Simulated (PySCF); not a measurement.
**Steps of a relaxation of Sm2OCl2**

Sm2OCl2 (singlet in the valence; each metal's 4f electrons, 6 of them, lie in its core potential, out of spins and levels; a saddle point, relaxed within its symmetry). PySCF 2.14.0, RKS PBE0, Sm lcecp-0-SVP with ECP52, O def2-SVP, Cl def2-SVP; non-relativistic Hamiltonian with scalar-relativistic core potentials where named; density fitting; no spin-orbit coupling. Origin of the start: template. Columns: position (Å) and force (eV/Å). Energies are counted from the last step; some of the 5 steps are shown. Forces carry noise of the integration grid, about 0.01 to 0.03 eV/Å.

Run from Python with OMP_NUM_THREADS=2. Where DIIS fails, smearing, a level shift and second-order steps follow.
It took 110 s on 2 threads of Intel(R) Xeon(R) Processor @ 2.50GHz (Skylake/Cascade Lake), on a shared host, from the converged density of the start.

```xyz
5
step 0  E = 0.174 eV
Sm    0.0000    0.0000    2.2854     0.00    0.00   -0.72
Sm    0.0000    0.0000   -2.2854     0.00    0.00    0.72
O     0.0000    0.0000    0.0000     0.00    0.00    0.00
Cl    0.0000    0.0000    5.0917     0.00    0.00   -0.57
Cl    0.0000    0.0000   -5.0917     0.00    0.00    0.57
```

```xyz
5
step 1  E = 0.059 eV
Sm    0.0000    0.0000    2.2465     0.00    0.00   -0.50
Sm    0.0000    0.0000   -2.2465     0.00    0.00    0.50
O     0.0000    0.0000    0.0000     0.00    0.00    0.00
Cl    0.0000    0.0000    5.0175     0.00    0.00   -0.32
Cl    0.0000    0.0000   -5.0175     0.00    0.00    0.32
```

```xyz
5
step 3  E = 0.000 eV
Sm    0.0000    0.0000    2.1919     0.00    0.00   -0.04
Sm    0.0000    0.0000   -2.1919     0.00    0.00    0.04
O     0.0000    0.0000    0.0000     0.00    0.00    0.00
Cl    0.0000    0.0000    4.9239     0.00    0.00    0.02
Cl    0.0000    0.0000   -4.9239     0.00    0.00   -0.02
```

Q: Where does the relaxation end?

A: It converges at step 4 in D∞h:
```xyz
5
step 4  E = 0
Sm    0.0000    0.0000    2.1912
Sm    0.0000    0.0000   -2.1912
O     0.0000    0.0000    0.0000
Cl    0.0000    0.0000    4.9246
Cl    0.0000    0.0000   -4.9246
```

Q: How did the contacts change?

A: 
| contact | start (Å) | end (Å) |
| --- | --- | --- |
| Sm1–O3 (O) | 2.285 | 2.191 |
| Sm1–Cl4 (Cl) | 2.806 | 2.733 |
| Sm2–Cl5 (Cl) | 2.806 | 2.733 |


An lcecp potential fixes the number of 4f electrons, so in runs with it no electron can move into or out of that shell.
